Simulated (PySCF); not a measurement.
**How the method moves the HOMO and LUMO of `COC(=O)C(C)(C)C`**

C6H12O2.
Z-matrix (Å and degrees, PBE0-D3(BJ)/def2-SVP geometry), rows numbered from 1:
```
C 
O   1  1.4153
C   2  1.3404  1  115.96
O   3  1.2033  2  122.55  1    -0.73
C   3  1.5239  2  111.73  1   178.95
C   5  1.5332  3  108.98  2    57.02
C   5  1.5342  3  108.32  2   -62.45
C   5  1.5251  3  108.61  2   177.54
H   1  1.1001  2  110.91  3   -57.64
H   1  1.1003  2  110.93  3    62.58
H   1  1.0963  2  106.40  3  -177.61
H   6  1.1010  5  109.81  3   179.41
H   6  1.1011  5  111.18  3    60.15
H   6  1.0989  5  111.17  3   -60.56
H   7  1.1011  5  109.83  3  -179.60
H   7  1.1010  5  111.14  3   -60.34
H   7  1.0991  5  111.16  3    60.41
H   8  1.1005  5  109.99  3   179.66
H   8  1.0995  5  111.13  3   -60.15
H   8  1.0991  5  111.13  3    59.34
```

Basis pcSseg-1 throughout (PySCF), one geometry. The structure is a single PBE0-D3(BJ)/def2-SVP conformer in the gas phase; no vibrational or solvent corrections.

How do the orbital energies, the gap and the dipole change with the method?

```json
{"method": "OPBE", "kind": "GGA", "HOMO (eV)": "-6.04", "LUMO (eV)": "-0.54", "gap (eV)": "5.50", "μ (D)": "1.77", "SCF cycles": "16"}
{"method": "BP86", "kind": "GGA", "HOMO (eV)": "-6.24", "LUMO (eV)": "-0.78", "gap (eV)": "5.46", "μ (D)": "1.80", "SCF cycles": "16"}
{"method": "KT3", "kind": "GGA", "HOMO (eV)": "-6.26", "LUMO (eV)": "-0.63", "gap (eV)": "5.64", "μ (D)": "1.75", "SCF cycles": "16"}
{"method": "B97-2", "kind": "global hybrid", "HOMO (eV)": "-7.48", "LUMO (eV)": "0.37", "gap (eV)": "7.85", "μ (D)": "1.84", "SCF cycles": "14"}
{"method": "B3LYP", "kind": "global hybrid", "HOMO (eV)": "-7.51", "LUMO (eV)": "0.18", "gap (eV)": "7.69", "μ (D)": "1.84", "SCF cycles": "14"}
{"method": "PBE0", "kind": "global hybrid", "HOMO (eV)": "-7.78", "LUMO (eV)": "0.45", "gap (eV)": "8.23", "μ (D)": "1.84", "SCF cycles": "14"}
{"method": "mPW1PW91", "kind": "global hybrid", "HOMO (eV)": "-7.82", "LUMO (eV)": "0.43", "gap (eV)": "8.25", "μ (D)": "1.85", "SCF cycles": "14"}
{"method": "wB97X-D", "kind": "range-separated hybrid", "HOMO (eV)": "-9.71", "LUMO (eV)": "2.32", "gap (eV)": "12.04", "μ (D)": "1.87", "SCF cycles": "14"}
{"method": "LC-wPBE", "kind": "range-separated hybrid", "HOMO (eV)": "-10.56", "LUMO (eV)": "2.94", "gap (eV)": "13.49", "μ (D)": "1.85", "SCF cycles": "14"}
```

The HOMO spans 4.52 eV, from OPBE down to LC-wPBE, and the gap runs from 5.46 eV (BP86) to 13.49 eV (LC-wPBE). Over the methods OPBE (0 %), BP86 (0 %), KT3 (0 %), B97-2 (21 %), B3LYP (20 %), PBE0 (25 %), mPW1PW91 (25 %), a straight line through the gap against the share of exact exchange rises by 1.09 eV for each 10 % (correlation coefficient 0.999). The dipole ranges from 1.75 D (KT3) to 1.87 D (wB97X-D). This basis has no diffuse functions.

The vertical ΔSCF ionisation energy at CAM-B3LYP/def2-SVPD is 10.12 eV; −ε(HOMO) comes closest to it with wB97X-D (9.71 eV) and LC-wPBE (10.56 eV).
